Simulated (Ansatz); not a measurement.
C₂H₄OZn, relaxed with RKS PBE0-D4/def2-TZVP in Ansatz 0.2.0 from a PBE-D4/def2-SVP geometry. The force threshold is 0.005 eV/Å; the program also tests the step.

Total charge 0; spin multiplicity 1. The bonds changed during the relaxation, so this is another structure than the one it started from.

Start:

```xyz
8

C     0.712   -0.103    0.455
O     0.331   -0.273   -0.916
C    -0.643   -0.549    0.098
Zn   -0.314    2.238   -1.603
H     0.867    0.949    0.769
H     1.455   -0.828    0.836
H    -1.480    0.177    0.152
H    -0.928   -1.612    0.209
```

```json
{"step": "1", "energy (eV)": "-52594.7550", "largest force (eV/Å)": "0.638", "largest move (Å)": "0.000"}
{"step": "2", "energy (eV)": "-52594.8082", "largest force (eV/Å)": "0.274", "largest move (Å)": "0.089"}
{"step": "3", "energy (eV)": "-52594.8271", "largest force (eV/Å)": "0.075", "largest move (Å)": "0.129"}
{"step": "4", "energy (eV)": "-52594.8322", "largest force (eV/Å)": "0.027", "largest move (Å)": "0.097"}
{"step": "5 (rejected)", "energy (eV)": "-52594.8142", "largest force (eV/Å)": "0.639", "largest move (Å)": "0.067"}
{"step": "6", "energy (eV)": "-52594.8329", "largest force (eV/Å)": "0.012", "largest move (Å)": "0.033"}
{"step": "7", "energy (eV)": "-52594.8333", "largest force (eV/Å)": "0.011", "largest move (Å)": "0.039"}
{"step": "8", "energy (eV)": "-52594.8333", "largest force (eV/Å)": "0.008", "largest move (Å)": "0.006"}
{"step": "9", "energy (eV)": "-52594.8333", "largest force (eV/Å)": "0.004", "largest move (Å)": "0.004"}
```

End:

```xyz
8

C     0.711   -0.148    0.485
O     0.336   -0.325   -0.871
C    -0.631   -0.590    0.132
Zn   -0.362    2.562   -1.825
H     0.869    0.884    0.790
H     1.433   -0.867    0.862
H    -1.454    0.120    0.178
H    -0.902   -1.635    0.248
```

Hardware: 4 threads of an Arm Neoverse V1 on a shared host. Wall time 25 s, peak host memory 0.4 GiB.
